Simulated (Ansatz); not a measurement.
`C[Si](F)(F)[O][AlH2]` + `C[NH][AlH2]` → `C[N]([AlH2])[AlH2]` + `C[Si](O)(F)F`  (ligand exchange at the Al–O bond)

Program: Ansatz. Geometries: PBE0-D4/def2-TZVP. ΔE: electronic, gas phase. CCSD(T)/CBS is the MP2 limit (def2-TZVPP, def2-QZVPP) plus CCSD(T) − MP2 in def2-TZVPP, frozen cores. DFT in def2-TZVPP. Each species was taken in one conformer, which may not be the lowest.

CCSD(T)/CBS gives +80.8 kJ/mol.

(1) Another level gave +83.8 kJ/mol. Which?
A. ωB97M-V/def2-TZVPP
B. CCSD/def2-TZVPP
C. PBE-D4/def2-TZVPP
D. HF/def2-TZVPP

Largest T1 diagnostic among the species: 0.012.

Results:

(1) B. CCSD/def2-TZVPP 83.8, ωB97M-V 79.7, PBE-D4 72.9, HF/def2-TZVPP 101.4 kJ/mol.

From PBE to PBE0 (25 % exact exchange), in def2-TZVPP and without D4, ΔE moves by +3.7 kJ/mol. The D4 term adds −3.6 kJ/mol with B3LYP and −1.7 kJ/mol with PBE0; it sums over pairs of atoms, weighted by their polarisabilities, and B3LYP, whose exchange is more repulsive, gets the larger term.

B3LYP here is the variant with VWN-RPA as its local correlation; programs differ in this.
